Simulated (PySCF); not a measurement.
**Removal energies of Ag⁺ from EOM-IP-GCCSD**

Reference: closed-shell Ag⁺, [Kr] 4d10; one electron is removed. Calculated with PySCF 2.14, two-component X2C-1e with screened spin-orbit coupling, x2c-TZVPPall-2c with one added diffuse shell each of s, p, d, f type (9s10p8d3f1g, 109 functions); frozen [Ar] 3d10; the 6 highest virtual spinors dropped; of the others 108 kept and the rest restored at second order. No Breit or QED terms. Binding energies in eV.

| level | Koopmans | second order | EOM-CCSD |
| --- | --- | --- | --- |
| 4d3/2 | 22.461 | 20.117 | 21.397 |
| 4d5/2 | 21.779 | 19.581 | 20.800 |

For comparison, the ionisation energy of Ag⁺ is 21.484 eV (measured; NIST Atomic Spectra Database, ionization energies).

Only part of the computed levels is shown.

Gaps of this size point to the basis (9s10p8d3f1g), which has few functions of high l to correlate and polarise the inner shells.

Where second order misses EOM-CCSD by more than 1 eV, it overshoots the relaxation and correlation of that hole or particle, which higher orders damp.
